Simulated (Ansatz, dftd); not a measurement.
Reaction: BNH5 (SMILES [BH3-][NH2+], doublet) → BNH5- (SMILES [BH3-]N) (an electron is taken up)
Each species at its own B3LYP-D3(BJ)/def2-TZVP minimum (Ansatz, an electronic-structure program).

Quantity: adiabatic electron affinity (electronic), positive where energy is released, in eV. Open shells are spin-unrestricted; no spin-orbit coupling. Correlated methods leave the cores frozen. No relativity. Double hybrids freeze cores in their MP2 part. def2-TZVPD holds few diffuse functions, which lowers the functionals' binding of the extra electron. The UHF reference of H5BN ([BH3-][NH2+], doublet) is spin-contaminated (<S^2> up to 0.04 over the pure value in the sets run).

```csv
level,program,adiabatic electron affinity (eV)
HF/aug-cc-pVTZ,Ansatz,1.41
PBE/def2-TZVPD,Ansatz,1.81
r2SCAN-D3(BJ)/def2-TZVPD,Ansatz + dftd3,1.81
r2SCAN-D4/def2-TZVPD,Ansatz + dftd4,1.82
CAM-B3LYP/def2-TZVPD,Ansatz,2.07
B2PLYP-D3(BJ)/def2-TZVPD,Ansatz + dftd3,2.05
B2PLYP-D4/def2-TZVPD,Ansatz + dftd4,2.07
MP2/aug-cc-pVDZ,Ansatz,2.38
CCSD/aug-cc-pVDZ,Ansatz,2.21
CCSD/aug-cc-pVTZ,Ansatz,2.25
CCSD(T)/aug-cc-pVDZ,Ansatz,2.23
CCSDT(Q)/aug-cc-pVDZ,Ansatz,2.22
```
